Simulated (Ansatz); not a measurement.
Single points on Sc₃N₃.

```yaml
crystal:
  periodic: [false, false, false]
  atoms:
    - {symbol: Sc, position_ang: [0.446813, 0.036505, -0.253746]}
    - {symbol: Sc, position_ang: [3.229420, 0.259573, -1.727843]}
    - {symbol: Sc, position_ang: [-1.530283, -0.122002, 0.812011]}
    - {symbol: N, position_ang: [4.697381, 0.372370, -2.498447]}
    - {symbol: N, position_ang: [-3.687458, -0.384157, 1.326363]}
    - {symbol: N, position_ang: [-3.155872, -0.162279, 2.341671]}
basis:
  gaussian: {orbitals: STO-3G}
hamiltonian: {xc: hf}
scf: {omitted_lower_state_checks: [starts]}
output: {orbitals: {seedname: orbitals}}
```

The file start.molden holds the orbitals of an earlier run on this structure, at another level or in another basis.

```sh
$ ansatz run in.yaml --threads 4 --pin off --events-out ev --progress --plain --max-ram 4787MiB
```

Shortened log:

```
Functional definition: HF
871 factors; integrals over basis functions are off by at most 1.1e-4 eV
mean field evaluation 1: about -65738.5759 eV, gradient 6.3e1 eV
mean field evaluation 2: about -65738.6424 eV, gradient 6.3e1 eV
mean field evaluation 4: about -65747.7160 eV, gradient 4.2e1 eV
mean field evaluation 8: about -65770.5317 eV, gradient 2.2e1 eV
mean field evaluation 16: about -65773.8313 eV, gradient 7.6e-1 eV
mean field evaluation 32: about -65774.1429 eV, gradient 7.7e-6 eV
mean field -65774.14285173 eV, -2417.1551664859 hartree, gradient 7.7e-6 eV, S^2 0.000000; 0 other end points of the search recorded, 0 dependent functions left out
reference -65774.14285173 eV, -2417.1551664859 hartree; 42, 42 occupied and 27, 27 virtual orbitals, 871 factors
Total energy: -65774.14285173 eV, -2417.1551664859 hartree
Checks for a lower state left out: starts
```

It took 0.85 s on 4 threads of Arm Neoverse V2 on a shared host.

First input, but with `gaussian: {orbitals: def2-TZVP, initial_orbitals: start.molden}`, `hamiltonian: {xc: pbe, dispersion: d4}`, `output: {forces: true, orbitals: {seedname: orbitals}}` (abridged; 4 s):

```
Functional definition: PBE
mean field -66543.06326766 eV, -2445.4124705782 hartree, gradient 7.1e-6 eV, S^2 0.000000
Total energy: -66543.20317782 eV, -2445.4176121820 hartree
Atom 0 force     0.259365     0.022320    -0.137844 eV/Å
Atom 1 force    -0.438891    -0.036199     0.229503 eV/Å
Atom 2 force    -0.293406    -0.023939     0.155716 eV/Å
Atom 3 force     0.483315     0.038623    -0.253957 eV/Å
Atom 4 force     0.361199     0.152039     0.699558 eV/Å
Atom 5 force    -0.371581    -0.152844    -0.692975 eV/Å
Dipole moment:    -0.955571    -0.072451     0.498369 e Å
Checks for a lower state left out: starts
```

The first input with `gaussian: {orbitals: def2-TZVP, initial_orbitals: start.molden}`, `hamiltonian: {xc: r2scan, dispersion: d4}` (abridged; 9 s):

```
Functional definition: r2SCAN
mean field -66559.89927950 eV, -2446.0311826016 hartree, gradient 1.5e-5 eV, S^2 0.000000
Total energy: -66559.93075651 eV, -2446.0323393603 hartree
Checks for a lower state left out: starts
```

As the first input, with `gaussian: {orbitals: def2-TZVP, initial_orbitals: start.molden}`, `hamiltonian: {xc: pbe0, dispersion: d4}` (abridged; 8.5 s):

```
Functional definition: PBE0
mean field -66543.64193810 eV, -2445.4337363245 hartree, gradient 2.4e-5 eV, S^2 0.000000
Total energy: -66543.76326560 eV, -2445.4381950279 hartree
Checks for a lower state left out: starts
```

First input, but with `gaussian: {orbitals: def2-SVP, initial_orbitals: start.molden}`, `hamiltonian: {xc: pbe, dispersion: d4}` (abridged; 2.3 s):

```
Functional definition: PBE
mean field -66529.74073913 eV, -2444.9228766849 hartree, gradient 1.8e-5 eV, S^2 0.000000
Total energy: -66529.88066782 eV, -2444.9280189696 hartree
Checks for a lower state left out: starts
```

As the first input, with `gaussian: {orbitals: def2-TZVP, initial_orbitals: start.molden}`, `correlation: {method: mp2}` and without the key `hamiltonian` (abridged; 28 s):

```
Functional definition: HF
mean field -66459.18581808 eV, -2442.3300311602 hartree, gradient 3.8e-6 eV, S^2 0.000000; unrestricted orbitals would lower it
mean field evaluation 16: about -66460.4816 eV, gradient 3.4e0 eV
unrestricted determinant -66463.12624124 eV, -2442.4748390406 hartree, S^2 3.2125
18 core orbitals not correlated: weight in the atoms' cores, before any rotation towards them, 1.000 or more for the frozen orbitals, at most 0.000 for the correlated occupied ones
second order -42.26944561 eV of doubles, -0.00000000 eV of singles
Total energy: -66501.45526369 eV, -2443.8834046352 hartree
Checks for a lower state left out: starts
```

The first input with `gaussian: {orbitals: def2-SVP, initial_orbitals: start.molden}`, `hamiltonian: {xc: pbe0, dispersion: d4}` (abridged; 3.2 s):

```
Functional definition: PBE0
mean field -66530.40363995 eV, -2444.9472378409 hartree, gradient 3.5e-5 eV, S^2 0.000000
Total energy: -66530.52498285 eV, -2444.9516971101 hartree
Checks for a lower state left out: starts
```

Geometry: PBE-D4/def2-SVP.

Correlated methods freeze 18 core orbitals; core or outer-core shells of Sc are correlated, in sets that lack core-valence functions. The restricted singlet is unstable towards broken spin symmetry in Hartree–Fock (as tested in another run); at HF/STO-3G this wasn't settled. The restricted singlet is unstable towards broken spin symmetry at other levels; at PBE-D4/def2-TZVP, r2SCAN-D4/def2-TZVP, PBE0-D4/def2-TZVP, PBE-D4/def2-SVP and others this wasn't settled. At MP2/def2-TZVP the restricted singlet (for correlated methods, its reference) is unstable: a solution with broken spin symmetry lies lower. Another isomer (singlet) lies 9.18 eV lower at PBE0-D4/def2-TZVP; other spin states weren't run for this one.
